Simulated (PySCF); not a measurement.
Gas-phase equilibrium of 1 mol H2S, 7.5 mol H2 at 1600 K and 0.100 bar, among 9 species (S2, S6, H2S2, H, H2S, SH, H2, S8, S). Only gases are allowed; each row takes one source of thermochemistry for all species, and Cantera finds the minimum.

Method: PySCF energies (xtb for GFN2) plus ideal-gas RRHO corrections (1 bar). † marks an energy on the PBE0/def2-TZVP geometry and frequencies; other levels use their own. MP2 and CCSD(T) freeze the core. Open shells (unrestricted) among the columns below: S2 (multiplicity 3), SH (multiplicity 2, electronic degeneracy 4), S (multiplicity 3, electronic degeneracy 9); the rest are closed-shell singlets. GFN2 has no spin-polarisation term. Spin-orbit splitting is ignored; it lowers the true energy and changes the entropy of SH, S. MP2 isn't extrapolated to the basis-set limit. CCSD(T) isn't extrapolated to the basis-set limit. The harmonic model lacks anharmonicity and excited electronic states, which grow with temperature; levels with a mode under 35 cm⁻¹ are left out.

Molecules larger than those listed are left out.

With BLYP/def2-TZVP† thermochemistry: H2 0.93, H2S 0.029, S2 0.041, SH 0.0020, S 4.1e-5.

### Question
How far does the composition move with the other sources (CCSD(T)/def2-SVP†, GFN2-xTB, MP2/def2-TZVPP†, PBE0/def2-SVP†, PBE0/def2-TZVP)?

### Answer
```json
[
 {"thermochemistry": "BLYP/def2-TZVP†", "x H2": "0.93", "x H2S": "0.029", "x S2": "0.041", "x SH": "0.0020", "x S": "4.1e-5"},
 {"thermochemistry": "CCSD(T)/def2-SVP†", "x H2": "0.89", "x H2S": "0.095", "x S2": "0.0065", "x SH": "0.0073", "x S": "0.00074"},
 {"thermochemistry": "GFN2-xTB", "x H2": "0.90", "x H2S": "0.078", "x S2": "0.017", "x SH": "0.0041", "x S": "7.0e-6"},
 {"thermochemistry": "MP2/def2-TZVPP†", "x H2": "0.90", "x H2S": "0.084", "x S2": "0.015", "x SH": "0.0019", "x S": "6.6e-5"},
 {"thermochemistry": "PBE0/def2-SVP†", "x H2": "0.89", "x H2S": "0.100", "x S2": "0.0069", "x SH": "0.0030", "x S": "4.3e-5"},
 {"thermochemistry": "PBE0/def2-TZVP", "x H2": "0.90", "x H2S": "0.076", "x S2": "0.019", "x SH": "0.0022", "x S": "2.9e-5"}
]
```
The most sensitive of these is S: it spans a factor of 10^2.0 over these rows; at this temperature one factor of ten is RT ln 10 = 31 kJ/mol.
